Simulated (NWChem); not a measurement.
# Correlation energy of GeSe

```xyz
2

Ge     0.0000     0.0000     1.1173
Se     0.0000     0.0000    -1.0516
```
Charge 0, spin multiplicity 1.

All runs are NWChem calculations. Structure: optimised with PBE/def2-SVP, a minimum by its harmonic frequencies.

Basis set: 6-311G**. Each correlation energy counts from its own Hartree-Fock reference.

The Hamiltonian is non-relativistic. The correlated methods keep 18 core orbitals frozen. The Pople sets run with spherical d functions. The structure started from a generated list of species. Coupled-cluster values serve here as a point of comparison, not as the truth.

Question: For the correlation energy, CCSD gives -480.9 mHa and CR-CCSD[T] gives -497.4 mHa. What do CCSD+T(CCSD), CCSD(T), CR-CCSD(T) give?

Answer: CCSD+T(CCSD): -502.9 mHa; CCSD(T): -500.4 mHa; CR-CCSD(T): -495.5 mHa.
